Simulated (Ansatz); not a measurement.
CH9BGeSi can be A, `B[SiH2][CH2][GeH3]`, or B, `C[BH][GeH2][SiH3]`.

Computed with Ansatz on PBE0-D4/def2-TZVP structures; ΔE is electronic, products minus reactants. CBS: MP2 limit from def2 TZ/QZ plus the TZ coupled-cluster correction, frozen cores. DFT in def2-TZVPP. B3LYP here is the variant with VWN-RPA as its local correlation; programs differ in this. For Ge outer-core shells are correlated without core-valence functions, which leaves a few kJ/mol of doubt a bond. Scalar relativity is left out up to krypton. One conformer a species, not always the lowest.

Problem. Which isomer does CCSD(T)/CBS put lower? Give the gap. (Best estimate.)

Solution. The calculation gave: B, by 59.5 kJ/mol.

Problem. Give E(B) − E(A) in kJ/mol with r2SCAN-D4, CCSD(T)/def2-TZVPP, PBE0-D4, B3LYP-D4, HF/def2-TZVPP, PBE-D4, B2PLYP. (Best estimate.)

Solution. The calculation gave: r2SCAN-D4 -69.8, CCSD(T)/def2-TZVPP -56.9, PBE0-D4 -69.5, B3LYP-D4 -65.8, HF/def2-TZVPP -48.3, PBE-D4 -74.5, B2PLYP -62.3. None reverses the order clearly.

Largest T1 diagnostic: 0.012.

From PBE to PBE0 (25 % exact exchange), in def2-TZVPP and without D4, E(B) − E(A) moves by +5.3 kJ/mol. In def2-TZVPP, CCSD(T) changes the Hartree–Fock value by −8.6 kJ/mol (the triples alone add −1.1 kJ/mol) and MP2 by −7.6 kJ/mol.
